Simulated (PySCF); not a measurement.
Heteronuclear NMR

Cartesian coordinates in Å; atom numbers follow the order of the lines, from 1:
```xyz
22

C     1.4674   -0.0450   -1.6463
N     1.1371   -0.0644   -0.2443
C     2.0292   -0.9203    0.4973
Si   -0.5167    0.1935    0.2465
C    -0.4447    0.4385    2.1446
Si   -1.9184   -1.6415   -0.1785
Si   -1.1365    2.2242   -0.7137
H     0.8256    0.6612   -2.1682
H     2.5073    0.2666   -1.7782
H     1.3470   -1.0327   -2.1107
H     1.9658   -1.9661    0.1686
H     3.0614   -0.5852    0.3580
H     1.7902   -0.8736    1.5551
H    -1.3772    0.8757    2.4900
H     0.3583    1.1090    2.4372
H    -0.3109   -0.4951    2.6842
H    -1.5166   -2.9017    0.4641
H    -3.2974   -1.3985    0.2585
H    -1.9977   -1.9584   -1.6114
H    -2.2642    2.8111    0.0173
H    -1.6084    2.0516   -2.0944
H    -0.1109    3.2706   -0.7765
```

A single conformation, non-relativistic, rapidly exchanging positions averaged, isolated molecule. GFN2-xTB geometry; shieldings: GIAO PBE0/pcSseg-1; PySCF 2.14.

Task: Where does ²⁹Si resonate?

Result: 
```csv
atoms,environment,σ (ppm),δ (ppm)
Si4,"silicon bonded to C, N, 2 Si",361.7,-17.4
Si6/Si7,"silicon bonded to Si, 3 H",471.5,-107.6
```

Shieldings were converted by a linear fit to measured shifts: ²⁹Si (scatter 8.9 ppm rms, 25.8 ppm with the 6 outliers that the fit left out vs TMS, solution or neat liquid). A few per cent of atoms miss by over 2 rms, more outside the fitted compound classes.

On a 600 MHz spectrometer ²⁹Si resonates near 119.2 MHz, so 1 ppm is 119.2 Hz.

Task: Predict the ¹⁵N NMR data.

Result: 
```json
{"atoms": "N2", "environment": "nitrogen bonded to 2 C, Si", "σ (ppm)": "249.9", "δ (ppm)": "-378.3"}
```

Shieldings were converted by a linear fit to measured shifts: ¹⁵N (scatter 6.3 ppm rms vs CH3NO2, solution or neat liquid). A few per cent of atoms miss by over 2 rms, more outside the fitted compound classes.

On a 500 MHz spectrometer ¹⁵N resonates near 50.7 MHz, so 1 ppm is 50.7 Hz.
